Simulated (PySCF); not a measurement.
Identify the unknown among the candidates.

| technique | computed result |
| --- | --- |
| 13C NMR | chemical shifts (computed TMS as zero) by class: 178.2 (1 C), 129.9 (1 C), 123.5 (1 C), 52.5 (1 C), 49.2 (1 C) ppm [GIAO PBE0/pcSseg-1] |
| Polarisability | 65.8 au [PBE0/def2-SVPD] |
| NMR, other nuclei | isotropic shieldings of nuclei other than C and H, by class: -82 (1 N), 275 (2 F), 283 (2 F) ppm [GIAO PBE0/pcSseg-1] |
| UV, first state | lowest singlet excitation: 4.73 eV (262 nm, f = 0.002) [TDDFT PBE0/def2-SVPD] |
| 1H NMR | chemical shifts (computed TMS as zero) by class: 11.74 (1 H), 3.36 (2 H), 3.21 (2 H) ppm [GIAO PBE0/pcSseg-1] |
| Dipole | 0.87 D [PBE0/def2-SVPD] |
| Rotational structure | rotational constants A, B, C: 2.094, 1.037, 0.927 GHz [GFN2-xTB] |
| Triplet | lowest triplet excitation (Tamm–Dancoff): 3.93 eV [TDA PBE0/def2-SVPD] |

Electronic properties: PySCF, gas phase, density fitting. Levels stand in brackets. One conformer (not necessarily the lowest) at the GFN2-xTB geometry, without solvent, vibrations or thermal averaging. Each NMR value is the plain mean over a class of atoms that symmetry, rotation or inversion makes alike.

Task: Which candidate is it?
A. `[H]/N=C/c1ccc(C#C)cc1`
B. `FC(F)(F)C(F)(F)C1CC1`
C. `[H]/N=C1/CC(F)(F)CC1(F)F`

Result: C. It is `[H]/N=C1/CC(F)(F)CC1(F)F`. Numbering: `[H]/[N:1]=[C:2]1/[CH2:3][C:4]([F:5])([F:6])[CH2:7][C:8]1([F:9])[F:10]`. Its formula, C5H5F4N, gives 2 degrees of unsaturation: 1 ring and 1 π bond in the structure found. 5 carbons fall into 5 classes; from least to most shielded: imine carbon [C2] (178.2 ppm), CF2 carbon [C4] (129.9 ppm), CF2 carbon [C8] (123.5 ppm), ring CH2 carbon [C7] (52.5 ppm), ring CH2 carbon [C3] (49.2 ppm). Hydrogen classes from least to most shielded: 1 H on an imine nitrogen, N1 (11.74 ppm), 2 H on a ring CH2 carbon, C3 (3.36 ppm), 2 H on a ring CH2 carbon, C7 (3.21 ppm). The other shieldings belong to: -82 ppm, imine nitrogen [N1]; 275 ppm, fluorine of a CF2 group [F5/F6]; 283 ppm, fluorine of a CF2 group [F9/F10]. S1 is mainly HOMO→LUMO (weight 0.99); the largest Löwdin shares of the orbital it empties are 0.54 on the imine nitrogen, 0.13 on the imine carbon, 0.09 on a CF2 carbon and 0.07 on the N–H hydrogen, of the orbital it fills 0.31 on the imine carbon, 0.31 on the imine nitrogen, 0.07 on a ring CH2 carbon and 0.07 on a CF2 carbon. The optimised geometry has point group C1 and is an asymmetric top.

The others, at the same levels:
- `FC(F)(F)C(F)(F)C1CC1` fails: it has 4 carbon classes against 5; its computed 13C shifts are 129.5 (1 C), 122.8 (1 C), 14.9 (1 C), 4.1 (2 C) ppm, 1H shifts are 1.46 (1 H), 0.93 (2 H), 0.79 (2 H) ppm and smallest rotational constant is 0.992 GHz (against 0.927 GHz).
- `[H]/N=C/c1ccc(C#C)cc1` fails: it has 7 hydrogens where the 1H data count 5; its computed 13C shifts are 171.7 (1 C), 142.4 (1 C), 139.5 (2 C), 134.9 (2 C), 130.2 (1 C), 90.1 (1 C), 89.3 (1 C) ppm, 1H shifts are 11.48 (1 H), 8.85 (1 H), 8.27 (2 H), 7.96 (2 H), 2.98 (1 H) ppm and rotational constant A is 5.074 GHz (against 2.094 GHz).

Each candidate is one conformer, not necessarily the lowest. The conformers computed, where there is a choice (atom-mapped SMILES and torsion angles):
- `[F:1][C:2]([F:3])([F:4])[C:5]([F:6])([F:7])[CH:8]1[CH2:9][CH2:10]1`: F1–C2–C5–F6 -179°, C2–C5–C8–C9 85°
- `[H]/[N:8]=[CH:7]/[c:6]1[cH:5][cH:4][c:3]([C:2]#[CH:1])[cH:10][cH:9]1`: C5–C6–C7–N8 0°

The conformers of `[H]/N=C1/CC(F)(F)CC1(F)F` aren't listed.
